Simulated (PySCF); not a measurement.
# Core-level binding energies of `C[Si@](F)(Cl)CCl`

C2H5Cl2FSi.
Structure used (GFN2-xTB), in Å, numbered top down from 1:
```
atom  x, y, z in Å
C1     1.534   -0.457    0.279
Si2    0.126    0.609   -0.390
F3     0.235    0.629   -2.009
Cl4    0.191    2.515    0.210
C5    -1.596   -0.159   -0.073
Cl6   -1.846   -0.479    1.671
H7     1.434   -0.620    1.348
H8     2.498    0.013    0.106
H9     1.550   -1.430   -0.204
H10   -1.715   -1.114   -0.580
H11   -2.407    0.496   -0.385
```

Computed with delta-SCF UKS SCAN, pcX-2 on the ionised atom, pcseg-1 elsewhere, spin-free X2C (PySCF). These are vertical core ionisation energies against the vacuum level, from separate self-consistent calculations with and without the core hole.

Task: List the computed XPS lines with their assignment.

Result: 
| atom(s) | bonded to | level | binding energy (eV) | 2p1/2 (eV) | above the level's lowest (eV) | count |
| --- | --- | --- | --- | --- | --- | --- |
| C1 | 3 H and Si | C 1s | 290.85 | – | 0.00 | 1 |
| Si2 | F, Cl and 2 C | Si 2p3/2 | 108.71 | 109.34 | 0.00 | 1 |
| Si2 | F, Cl and 2 C | Si 1s | 1848.80 | – | 0.00 | 1 |
| F3 | Si | F 1s | 692.50 | – | 0.00 | 1 |
| Cl4 | Si | Cl 2p3/2 | 206.57 | 208.22 | +0.27 | 1 |
| Cl4 | Si | Cl 1s | 2829.15 | – | +0.26 | 1 |
| C5 | Cl, 2 H and Si | C 1s | 292.13 | – | +1.28 | 1 |
| Cl6 | C | Cl 2p3/2 | 206.30 | 207.95 | 0.00 | 1 |
| Cl6 | C | Cl 1s | 2828.89 | – | 0.00 | 1 |

The listed C 1s values span 1.28 eV, from C1 (bonded to 3 H and Si) to C5 (bonded to Cl, 2 H and Si).

The listed Cl 1s values span 0.26 eV, from Cl6 (bonded to C) to Cl4 (bonded to Si). Summing the Pauling electronegativity differences to the bonded atoms, each weighted by its formal bond order, gives -0.61 for the lowest site and -1.26 for the highest; the largest sum, -0.61, belongs to Cl6, 0.26 eV below the top. The smallest sum, -1.26, belongs to Cl4, 0.26 eV above the lowest.

Lowest listed Cl 2p3/2: Cl6, bonded to C. Highest, 0.27 eV above it: Cl4, bonded to Si.

Task: Which effective nuclear charge Zeff reproduces each element's mean 1s value in the hydrogen-like formula E = 13.606 eV × Zeff²?

Result: C (Z = 6): mean 291.5 eV, Zeff = 4.63, Z − Zeff = 1.37; F (Z = 9): mean 692.5 eV, Zeff = 7.13, Z − Zeff = 1.87; Si (Z = 14): mean 1848.8 eV, Zeff = 11.66, Z − Zeff = 2.34; Cl (Z = 17): mean 2829.0 eV, Zeff = 14.42, Z − Zeff = 2.58. Means run over the listed sites, weighted by atom count.

Spin–orbit and ligand-field terms were added within each 2p shell after the spin-free SCF. 2p1/2 minus 2p3/2 (ligand field included): Si 0.63 eV, Cl 1.65 eV. Geometry: GFN2-xTB, one conformer, isolated molecule.
